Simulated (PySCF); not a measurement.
Compound: C6H6FP.
SMILES: `c1(C)ccc(pc1)F`

Vertical excitations from PySCF (density fitting, frozen core in the response, grid level 2 and gas phase unless stated; continuum runs use non-equilibrium linear response for the excitations) on a GFN2-xTB geometry. Reference run:

```
                              settings    S1, eV (f)    S2, eV (f)    S3, eV (f)    S4, eV (f)    S5, eV (f)    S6, eV (f)  T1, eV (Tamm–Dancoff)  mean α (au)
PBE0/def2-SVPD, full TDDFT, 8 singlets  4.60 (0.032)  5.15 (0.018)  5.19 (0.069)  5.84 (0.001)  5.97 (0.329)  6.49 (0.150)                   3.12         93.5
```

Problem. What do these settings give: OLYP/def2-SVPD, TDA, 25 singlets?

Solution. 
```
                        settings    S1, eV (f)    S2, eV (f)    S3, eV (f)    S4, eV (f)    S5, eV (f)    S6, eV (f)  T1, eV (Tamm–Dancoff)  mean α (au)
OLYP/def2-SVPD, TDA, 25 singlets  4.41 (0.018)  4.87 (0.018)  5.29 (0.003)  5.30 (0.077)  5.62 (0.001)  5.97 (0.001)                   3.18         94.9
```

S1 moves by -0.19 eV; functional and response scheme change together, so the shift can't be laid on one. States are counted by energy in each run and needn't keep their character from row to row.

Problem. Which orbital pairs make up S1 in each run, and how does it sit against the orbital gap?

Solution. 
```csv
settings,S1 configurations (weight),S1 (eV),orbital gap (eV),S1 − gap (eV)
"PBE0/def2-SVPD, full TDDFT, 8 singlets","H→L 0.56, H−1→L 0.21, H→L+1 0.14",4.60,5.40,-0.80
"OLYP/def2-SVPD, TDA, 25 singlets","H→L 0.43, H−1→L 0.25, H→L+1 0.19",4.41,3.69,+0.72
```

 GFN2-xTB frequencies show an imaginary mode (26i cm⁻¹), so this geometry is no minimum at that level.
